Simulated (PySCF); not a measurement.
Radial density of O²⁺ (oxygen, charge +2)

UHF, [He] 2s2 2p1 3s1, high-spin 3P determinant (an excited configuration). Calculation: PySCF 2.14, in aug-cc-pVTZ with one added diffuse shell each of s, p, d, f type (6s5p4d3f, 62 functions); the non-relativistic Hamiltonian (point nucleus).

```
r (bohr)  4πr²ρ (e/bohr)  4πr²(ρα − ρβ)
 0.00366         0.05050         0.0002
 0.00615          0.1379         0.0006
  0.0103          0.3636         0.0016
  0.0174          0.9205         0.0042
  0.0293           2.153         0.0100
  0.0493           4.442         0.0218
  0.0828           7.380         0.0425
   0.139           8.595         0.0849
   0.234           5.650         0.2244
   0.394           2.446         0.6792
   0.663           3.183         1.1604
    1.12           2.299         0.6580
    1.88          0.5620         0.3256
    3.16          0.3577         0.3549
    5.31         0.05020         0.0502
    8.93       0.0001257         0.0001
```

The outer electron is Rydberg-like, and this basis confines it to a smaller radius and binds it less than a complete one would.
